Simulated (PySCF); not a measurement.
Species: C₆H₅Cl₃.
SMILES with atom numbers: `[CH2:1]=[C:2]([CH3:3])[C:4]#[C:5][C:6]([Cl:7])([Cl:8])[Cl:9]` (hydrogens: H10, H11 on C1; H12, H13, H14 on C3)

Structure used (PBE0-D3(BJ)/def2-SVP), in Å, numbered top down from 1:
```
atom  x, y, z in Å
C1    -1.582   -1.070    1.187
C2    -0.783   -0.024    0.913
C3    -0.884    1.305    1.608
C4     0.232   -0.140   -0.087
C5     1.107   -0.193   -0.928
C6     2.141   -0.275   -1.929
Cl7    3.734    0.087   -1.200
Cl8    2.187   -1.916   -2.632
Cl9    1.828    0.905   -3.236
H10   -2.361   -0.991    1.949
H11   -1.476   -2.020    0.659
H12   -1.688    1.296    2.356
H13   -1.085    2.109    0.883
H14    0.063    1.555    2.111
```

All values: B3LYP/def2-SVPD (PySCF, non-relativistic), on one gas-phase PBE0-D3(BJ)/def2-SVP geometry that isn't relaxed in the solvent. The solvent is an IEF-PCM continuum (van der Waals radii × 1.2). Only the electrostatic response of the medium enters.

Gas phase at B3LYP/def2-SVPD: HOMO -7.23 eV, LUMO -1.93 eV, dipole 2.91 D.

**Question.** What does the continuum do to the energy, the frontier levels and the dipole at B3LYP/def2-SVPD in acetonitrile and dimethylsulfoxide?

**Answer.** 
```
          solvent      ε  E(solvent) − E(gas) (kcal/mol)  polarisation term (kcal/mol)  distortion of the solute (kcal/mol)  HOMO (eV)  LUMO (eV)  dipole (D)
     acetonitrile  35.69                           -2.89                         -3.26                                 0.37      -7.10      -1.86        3.78
dimethylsulfoxide  46.83                           -2.93                         -3.30                                 0.37      -7.10      -1.86        3.79
```

The first energy column is the sum of the next two and covers electrostatics alone. From acetonitrile to dimethylsulfoxide the lowering changes by a factor 1.01, Onsager's factor (ε − 1)/(2ε + 1) by 1.01 and ε itself by 1.3.

**Question.** Which radius a makes the point-dipole formula ΔE = −[(ε − 1)/(2ε + 1)]·μ²/a³ give the value in dimethylsulfoxide, with the gas-phase dipole?

**Answer.** μ = 1.143 au and |ΔE| = 0.00466 Eh give a = 2.72 Å; the farthest nucleus lies 3.97 Å from the centroid of the nuclei, so such a sphere wouldn't even hold the nuclei. The formula assumes a rigid point dipole at the centre of a sphere.

**Question.** Give the dipole vector in the frame of the coordinates (D, pointing from negative to positive charge), gas and dimethylsulfoxide.

**Answer.** Gas (-2.03, 0.36, 2.05), solvent (-2.66, 0.40, 2.66). Its length changes by +30 % and its direction by 1°.

**Question.** How does the static polarisability (B3LYP/def2-SVPD, frozen core, with the continuum's full static response) change?

**Answer.** 
```
           medium  isotropic (au)  principal values (au)  ⟨r²⟩ of the electrons (bohr²)
              gas           125.1     95.1, 112.5, 167.7                         2452.3
     acetonitrile           172.3    133.2, 155.7, 228.0                         2450.0
dimethylsulfoxide           173.0    133.9, 156.3, 228.8                         2450.0
```

The isotropic value in dimethylsulfoxide is 1.38 times the gas-phase one; no cavity-field correction is applied. ⟨r²⟩ is taken about the centre of nuclear charge.
